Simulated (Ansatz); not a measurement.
FGeH$_{5}$N$_{2}$O, SMILES `[NH2][Ge]([NH2])([OH])[F]` at its PBE0-D4/def2-TZVP geometry, where that method's forces vanish. Charge 0, multiplicity 1.

```json
{"atom": "N1", "x (Å)": "-0.090", "y (Å)": "-1.384", "z (Å)": "0.912"}
{"atom": "Ge2", "x (Å)": "0.194", "y (Å)": "0.026", "z (Å)": "-0.180"}
{"atom": "N3", "x (Å)": "-1.375", "y (Å)": "0.834", "z (Å)": "-0.505"}
{"atom": "O4", "x (Å)": "1.279", "y (Å)": "1.326", "z (Å)": "0.316"}
{"atom": "F5", "x (Å)": "1.007", "y (Å)": "-0.698", "z (Å)": "-1.543"}
{"atom": "H6", "x (Å)": "-0.413", "y (Å)": "-1.155", "z (Å)": "1.841"}
{"atom": "H7", "x (Å)": "0.667", "y (Å)": "-2.049", "z (Å)": "0.959"}
{"atom": "H8", "x (Å)": "-2.121", "y (Å)": "0.245", "z (Å)": "-0.839"}
{"atom": "H9", "x (Å)": "-1.334", "y (Å)": "1.702", "z (Å)": "-1.015"}
{"atom": "H10", "x (Å)": "2.186", "y (Å)": "1.152", "z (Å)": "0.054"}
```

(1) For each bond, give half the difference of the two atoms' forces along it (eV/Å; positive pushes the atoms apart) under PBE-D4, r2SCAN-D4, B3LYP-D4, ωB97M-V in def2-TZVPP. (Estimate.)

Answers

(1) Computed: 
```
  bond  length (Å)  PBE-D4  r2SCAN-D4  B3LYP-D4  ωB97M-V
N1–Ge2       1.806    0.05       0.02      0.09     0.00
 N1–H6       1.009    0.17       0.02     -0.05    -0.03
 N1–H7       1.009    0.20       0.03     -0.05    -0.03
Ge2–N3       1.794    0.05       0.03      0.08     0.00
Ge2–O4       1.764    0.30       0.05      0.16     0.04
Ge2–F5       1.744    0.44       0.00      0.20     0.05
 N3–H8       1.008    0.18       0.02     -0.05    -0.03
 N3–H9       1.008    0.18       0.02     -0.05    -0.03
O4–H10       0.960    0.36       0.04     -0.03    -0.06
```

B3LYP here is the variant with VWN-RPA as its local correlation; programs differ in this.
